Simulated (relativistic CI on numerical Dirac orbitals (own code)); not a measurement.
## Hyperfine structure of Pm23+, mass number 147

Computed by Dirac-Coulomb-Breit CI, KLI orbitals optimised for each configuration, model QED, unscaled Slater integrals (own radial code, finite nucleus).

Configurations in the expansion (outside the closed core [Ar] 3d10): 4s²4p⁶4d², 4s²4p⁵4d³, 4s²4p⁶4d4f, 4s4p⁶4d³, 4s²4p⁵4d²4f, 4s4p⁶4d²4f, 4s²4p⁶4d5s, 4s²4p⁶4d5p, 4s²4p⁶4f5s, 4s²4p⁶4f², 4s²4p⁵4f³, 4s4p⁶4f³, 4s²4p⁶4f5p, 4s²4p⁵4f²5p, 4s4p⁶4f²5p. Double excitations out of closed p, d and f shells are left out; levels of such configurations are missing from the list, as are those of other unlisted configurations, and high levels can miss mixing partners.

Nuclear spin I = 7/2, μ = 2.58 μN, Q = 0.74 b (tables of Stone and Pyykkö). The electronic factors are computed for point nuclear moments, without core polarisation or the Bohr-Weisskopf and QED corrections.

```csv
Level,E (cm⁻¹),A (MHz),B (MHz)
4s²4p⁶4d² ³F2,0.0,7937,1110
4s²4p⁶4d² ³F3,41993.9,4598,2370
4s²4p⁶4d² ³F4,67083.3,4416,7070
4s²4p⁶4d² ³P1,72468.5,-146.4,2400
4s²4p⁶4d² ¹G4,108463.3,3809,10100
```

Levels with J = 0, under 50 % of one LS term, or S terms without an open s electron are left out. Small factors come from cancelling terms and can be off by tens of per cent or more.

At this charge energies of transitions that change n are usually good to better than 1 %, and those within a shell (Δn = 0) to a few per cent. Terms inside the open d or f shell come out 10 to 20 % too wide with unscaled integrals.

Task: Give the hyperfine levels of 4s²4p⁶4d² ³F2 relative to its centre of gravity.

Result: With K = F(F + 1) − I(I + 1) − J(J + 1), E = AK/2 + B[¾K(K + 1) − I(I + 1)J(J + 1)]/[2I(2I − 1)J(2J − 1)]: F = 3/2: -70840, F = 5/2: -51490, F = 7/2: -24130, F = 9/2: 11530, F = 11/2: 55840 MHz.

LS names give the leading component of a level, which can be under half, so a name can repeat, a term be missing and a line seem to break the LS rules.
